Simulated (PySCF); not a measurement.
CH5Cl2NSi.

```xyz
10

C      1.6506    -1.1765     0.3430
Si     0.0355    -0.3520    -0.0293
N     -1.1689    -1.4897    -0.4484
Cl     0.3794     1.0781    -1.5015
Cl    -0.6773     0.6767     1.6122
H      1.5303    -1.8920     1.1697
H      2.0208    -1.7160    -0.5428
H      2.4053    -0.4281     0.6245
H     -2.1401    -1.1984    -0.4799
H     -0.9706    -2.1820    -1.1631
```
Charge 0, spin multiplicity 1.

Geometry: PBE0-D3(BJ)/def2-SVP. Other conformers were not sampled.

Method: PBE/pcSseg-1 in PySCF. Non-relativistic, no solvent.

Problem. Give the absolute GIAO shielding of each atom: isotropic value and principal components (ppm). (The exact figures need the calculation; the answer reports its results.)

Solution. 
| atom | σ(iso) | σ11 | σ22 | σ33 | span |
|---|---|---|---|---|---|
| C1 | 173.8 | 163.0 | 169.3 | 189.0 | 26.1 |
| Si2 | 313.7 | 289.5 | 308.4 | 343.1 | 53.6 |
| N3 | 212.1 | 187.6 | 203.6 | 245.1 | 57.5 |
| Cl4 | 778.7 | 653.8 | 725.8 | 956.5 | 302.7 |
| Cl5 | 839.6 | 714.3 | 806.5 | 998.1 | 283.9 |
| H6 | 30.7 | 26.4 | 28.1 | 37.5 | 11.1 |
| H7 | 30.7 | 26.8 | 28.4 | 36.9 | 10.1 |
| H8 | 30.6 | 26.8 | 28.6 | 36.3 | 9.5 |
| H9 | 29.9 | 23.6 | 26.6 | 39.7 | 16.1 |
| H10 | 30.2 | 23.8 | 26.3 | 40.5 | 16.7 |
